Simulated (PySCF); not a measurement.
F₄H₂SSi₂, SMILES F[Si](S[SiH2]F)(F)F.

Coordinates come from a B3LYP-D3(BJ)/def2-SVP optimisation. This is a generated structure with no PubChem entry under its InChIKey; it may be hypothetical. One conformer was computed; it need not be the lowest.

Computed with TDA-LC-ωPBE/def2-SVPD (PySCF 2.14.0).

Vertical excitations. Gas-phase values at a fixed geometry.

| state | energy (eV) | λ (nm) | f | main pairs |
|---|---|---|---|---|
| S1 | 7.11 | 174 | 0.002 | HOMO→LUMO+1 33 %, HOMO→LUMO+2 29 %, HOMO→LUMO 10 %, HOMO→LUMO+7 6 % |
| S2 | 7.41 | 167 | 0.014 | HOMO→LUMO 58 %, HOMO→LUMO+2 12 %, HOMO→LUMO+6 11 %, HOMO→LUMO+3 9 % |
| S3 | 7.82 | 158 | 0.027 | HOMO→LUMO+1 37 %, HOMO→LUMO+2 28 %, HOMO→LUMO 11 % |
| S4 | 8.31 | 149 | 0.028 | HOMO→LUMO+3 31 %, HOMO→LUMO+6 29 %, HOMO→LUMO 7 %, HOMO−1→LUMO+2 6 % |
| S5 | 8.53 | 145 | 0.023 | HOMO−1→LUMO 44 %, HOMO−1→LUMO+1 24 % |
| S6 | 8.85 | 140 | 0.022 | HOMO−2→LUMO 28 %, HOMO−1→LUMO+2 18 %, HOMO−2→LUMO+1 17 %, HOMO−2→LUMO+2 10 % |
| S7 | 8.94 | 139 | 0.051 | HOMO−1→LUMO 30 %, HOMO−1→LUMO+2 19 %, HOMO−1→LUMO+1 16 % |
| S8 | 9.10 | 136 | 0.003 | HOMO−2→LUMO+2 34 %, HOMO→LUMO+8 10 %, HOMO→LUMO+7 8 %, HOMO→LUMO+4 7 % |
| S9 | 9.22 | 134 | 0.013 | HOMO−1→LUMO+1 18 %, HOMO→LUMO+8 9 %, HOMO→LUMO+5 9 %, HOMO−2→LUMO+2 9 % |
| S10 | 9.37 | 132 | 0.148 | HOMO−1→LUMO+2 19 %, HOMO−1→LUMO+1 14 %, HOMO−1→LUMO+6 9 %, HOMO−2→LUMO 7 % |
| T1 | 6.64 | 187 | 0 | HOMO→LUMO+1 27 %, HOMO→LUMO 27 %, HOMO→LUMO+2 22 %, HOMO→LUMO+8 5 % |
| T2 | 6.79 | 183 | 0 | HOMO→LUMO 47 %, HOMO→LUMO+2 12 %, HOMO→LUMO+3 10 % |
| T3 | 7.26 | 171 | 0 | HOMO→LUMO+2 38 %, HOMO→LUMO+1 32 % |
| T4 | 7.63 | 162 | 0 | HOMO−1→LUMO+2 25 %, HOMO−1→LUMO+1 16 %, HOMO−1→LUMO 8 %, HOMO→LUMO+6 7 % |
Triplets are in the Tamm–Dancoff approximation.
